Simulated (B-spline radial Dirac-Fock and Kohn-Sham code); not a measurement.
**Si 3s: cross section and angular parameters**

System: the free silicon atom in the configuration 1s2 2s2 2p6 3s2 3p2; threshold 13.00 eV (orbital energy of the model). The computed values come from a radial atomic solver: Dirac-Hartree-Slater photoionisation with a Latter tail; cross sections with all multipoles, angular parameters from the dipole term and its interference with E2.

```
hν (eV)   σ (kb)      β       γ
     60      293  2.000   0.131
   92.5      170  2.000   0.085
    149     82.3  2.000   0.011
    150     81.4  2.000   0.011
    154     78.1  2.000   0.007
    196     52.9  2.000  -0.018
    221     43.5  2.000  -0.027
    329     22.1  2.000  -0.029
    330     22.0  2.000  -0.029
    368     18.2  2.000  -0.021
    530     9.29  2.000   0.033
    623     6.79  2.000   0.072
    693     5.50  2.000   0.103
    928     3.01  2.000   0.205
   1060     2.26  2.000   0.261
   1090     2.13  2.000   0.273
   1260     1.55  2.000   0.340
 1486.9     1.07  2.000   0.425
   2760    0.244  2.000   0.821
 2984.4    0.201  2.000   0.880
   3310    0.154  2.000   0.961
   3430    0.141  2.000   0.990
   3920   0.0998  2.000   1.103
   4000   0.0946  2.000   1.120
 5414.7   0.0423  2.000   1.403
   5680   0.0372  2.000   1.451
   6290        ?      ?       ?
 9251.7  0.00956  2.000   2.000
  12000  0.00452  2.000   2.344
  13500  0.00321  1.999   2.514
```

Q: Give the values at 6290 eV.

A: σ = 0.0281 kb, β = 2.000, γ = 1.557. For an s subshell δ is negligible.
